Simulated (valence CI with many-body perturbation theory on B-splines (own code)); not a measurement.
Values are calculated unless marked as measured or tabulated.
**Hyperfine factors and g values of Pb⁷⁶⁺**

Method: valence CI with perturbative core correlation (CI+MBPT): four valence electrons over a frozen Dirac-Fock core [He], a basis of 11 s, 11 p, 10 d, 8 f, 5 g, 2 h functions for each j, with the one-electron correlation potential Σ1 (screened to all orders), the two-electron term Σ2, the three-electron term Σ3, Breit, model QED; selected single and double excitations, second order for the rest, scaled by the run's own slope (own B-spline code, finite nucleus).

The last digits are not significant, and no measured levels were compared; by estimate large intervals hold to a few tenths of a per cent, small ones and those within an open d or f shell to about a per cent. Among the levels kept, up to 1200 cm⁻¹ of a level comes from second order outside the variational space, and about a tenth of that is noise between levels of different J, which matters for small intervals.

A/g_I is the dipole constant over the nuclear g factor μ/I (μ in nuclear magnetons, uniformly magnetised nucleus), B/Q the quadrupole constant per barn. Both hold the static response of the core; the bare values leave it out. Large factors of s and p1/2 electrons are usually good to 5 to 10 %; those of open d and f shells near neutrality can be off by tens of per cent, and small factors of p3/2, d and f electrons come from cancelling terms and can be off by a factor of two or in sign, in half-filled shells by more. B is blank for J = 1/2, where it vanishes, and for nearly pure S terms. Energies count from the lowest level. Levels with J = 0 are left out.

Levels are named by their leading jj configuration (3d3/2^4 stands for four electrons in 3d with j = 3/2), which in mixed levels can hold well under half, so a name can repeat and another be missing. Letters in brackets count levels of one name in rising energy.

| Level | E (× 10³ cm⁻¹) | g | A/g_I (MHz) | A/g_I bare | B/Q (MHz/b) | B/Q bare |
| --- | --- | --- | --- | --- | --- | --- |
| (2s^2 2p1/2 2p3/2) J=1 | 18432 | 1.461 | -1680000 | -1640000 | 1190000 | 1190000 |
| (2s^2 2p1/2 2p3/2) J=2 | 18577 | 1.122 | 4040000 | 4050000 | 2290000 | 2290000 |
| (2s 2p1/2^2 2p3/2) J=2 | 21335 | 1.472 | 1.03e+07 | 1.02e+07 | 2320000 | 2320000 |
| (2s 2p1/2^2 2p3/2) J=1 | 22151 | 1.111 | -7960000 | -7820000 | 1300000 | 1300000 |
| (2s^2 2p3/2^2) J=2 | 37272 | 1.284 | 1190000 | 1210000 | 90100 | 90200 |
| (2s 2p1/2 2p3/2^2) J=2 [a] | 39509 | 1.539 | 7150000 | 7110000 | 267000 | 268000 |
| (2s 2p1/2 2p3/2^2) J=3 | 39882 | 1.283 | 9180000 | 9130000 | -7130 | -7170 |
| (2s 2p1/2 2p3/2^2) J=1 [a] | 40712 | 1.294 | -1.00e+07 | -9870000 | -548000 | -549000 |
| (2s 2p1/2 2p3/2^2) J=2 [b] | 40774 | 1.035 | -820000 | -751000 | -188000 | -188000 |
| (2s 2p1/2 2p3/2^2) J=1 [b] | 40818 | 1.276 | 2.44e+07 | 2.41e+07 | 327000 | 327000 |
| (2p1/2^2 2p3/2^2) J=2 | 43842 | 1.294 | 1120000 | 1170000 | 87000 | 87100 |
| (2s 2p3/2^3) J=2 | 58908 | 1.432 | 1.04e+07 | 1.03e+07 | -2420000 | -2420000 |
| (2s 2p3/2^3) J=1 | 59714 | 1.140 | -8040000 | -7890000 | -1080000 | -1080000 |
| (2p1/2 2p3/2^3) J=1 | 62445 | 1.461 | -1760000 | -1680000 | -1180000 | -1190000 |
| (2p1/2 2p3/2^3) J=2 | 62591 | 1.113 | 4020000 | 4040000 | -2460000 | -2460000 |
| (2s^2 2p1/2 3s) J=1 | 107360 | 1.290 | 1.19e+07 | 1.18e+07 | -16700 | -16800 |
| (2s^2 2p1/2 3p1/2) J=1 | 108170 | 0.622 | 8290000 | 8260000 | -3910 | -3910 |
| (2s 2p1/2^2 3s) J=1 | 110010 | 1.982 | 2.43e+07 | 2.41e+07 | 5610 | 5610 |
| (2s 2p1/2^2 3p1/2) J=1 | 110930 | 1.317 | 2.08e+07 | 2.06e+07 | -6930 | -6930 |
| (2s^2 2p1/2 3p3/2) J=2 | 113830 | 1.137 | 3440000 | 3440000 | 725000 | 725000 |
| (2s^2 2p1/2 3p3/2) J=1 | 113830 | 1.493 | -2670000 | -2650000 | 365000 | 366000 |
| (2s^2 2p1/2 3d3/2) J=2 | 114420 | 0.735 | 3340000 | 3330000 | 145000 | 146000 |
| (2s^2 2p1/2 3d3/2) J=1 | 114650 | 0.824 | -2900000 | -2890000 | 65400 | 65800 |
| (2s^2 2p1/2 3d5/2) J=2 | 115920 | 1.284 | -1640000 | -1640000 | 148000 | 149000 |
| (2s^2 2p1/2 3d5/2) J=3 | 115960 | 1.086 | 2190000 | 2180000 | 139000 | 140000 |
| (2s 2p1/2^2 3p3/2) J=2 | 116540 | 1.478 | 9330000 | 9240000 | 698000 | 698000 |
| (2s 2p1/2^2 3p3/2) J=1 | 116580 | 1.143 | -9020000 | -8910000 | 370000 | 370000 |
| (2s 2p1/2^2 3d3/2) J=1 | 117120 | 0.475 | -9210000 | -9120000 | 65300 | 65800 |
| (2s 2p1/2^2 3d3/2) J=2 | 117170 | 1.092 | 9550000 | 9460000 | 127000 | 128000 |
| (2s 2p1/2^2 3d5/2) J=3 | 118590 | 1.318 | 6380000 | 6310000 | 132000 | 133000 |
| (2s 2p1/2^2 3d5/2) J=2 | 118740 | 1.038 | -6150000 | -6090000 | 109000 | 109000 |

**Question.** Take the isotope of mass number 207, with I = 1/2, μ = 0.5906 μN. What is the hyperfine structure of (2s^2 2p1/2 2p3/2) J=2?

**Answer.** From the table A = 4770000 MHz. Shifts from the centre of gravity in MHz: F = 3/2: -7160000, F = 5/2: 4770000.
